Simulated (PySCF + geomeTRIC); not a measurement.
A geometry relaxed with PBE0-D3(BJ)/def2-TZVP in PySCF + geomeTRIC, charge 0, multiplicity 1:

```xyz
14

H     -0.6472     2.3917     0.2728
C     -1.7038    -0.7945    -0.3713
H     -2.5463    -1.3481    -0.7787
H      2.7991    -0.7809     0.0424
C      2.1832     0.0887    -0.1983
C     -0.6938     1.3130     0.1933
Si     0.5353    -0.0048     0.6803
H     -0.4606    -2.4511     0.1050
C     -0.5902    -1.3763     0.1001
C     -1.7606     0.6812    -0.3201
H      2.7313     0.9845     0.1029
H     -2.6442     1.1953    -0.6906
H      2.0378     0.1202    -1.2798
H      0.7586    -0.0471     2.1542
```

### Question
Write the SMILES of this molecule.

### Answer
`C[SiH]1C=CC=C1`
